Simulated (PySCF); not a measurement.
Al(Me)(OH)(SMe) (C₂H₇AlOS), SMILES C[S][Al]([CH3])[OH]. Atoms are numbered in the order given.

```xyz
12

Al    -0.1273    -0.7787     0.0000
C      0.8045    -2.4976     0.0000
H      1.8989    -2.3625     0.0000
H      0.5425    -3.1002    -0.8875
H      0.5425    -3.1002     0.8875
O     -1.8317    -0.5770     0.0000
H     -2.4901    -1.2802     0.0000
S      0.9655     1.1082     0.0000
C     -0.4091     2.3427     0.0000
H     -1.3864     1.8429     0.0000
H     -0.3095     2.9690    -0.8967
H     -0.3095     2.9690     0.8967
```

Geometry: TPSSh-D3(BJ)/def2-SVP. One conformer was computed; it need not be the lowest.

Computed with PySCF with PBE/def2-TZVP.

Symmetry labels are those of the subgroup Cs that the program uses (full group Cs).

Computed valence orbital energies around the gap with their symmetry:
```csv
orbital,symmetry,energy (eV)
HOMO−7,A',-9.65
HOMO−6,A",-9.63
HOMO−5,A',-9.18
HOMO−4,A',-8.28
HOMO−3,A",-7.50
HOMO−2,A',-7.22
HOMO−1,A',-6.55
HOMO,A",-5.66
LUMO,A',-0.93
LUMO+1,A",-0.70
LUMO+2,A',-0.39
LUMO+3,A',0.74
```
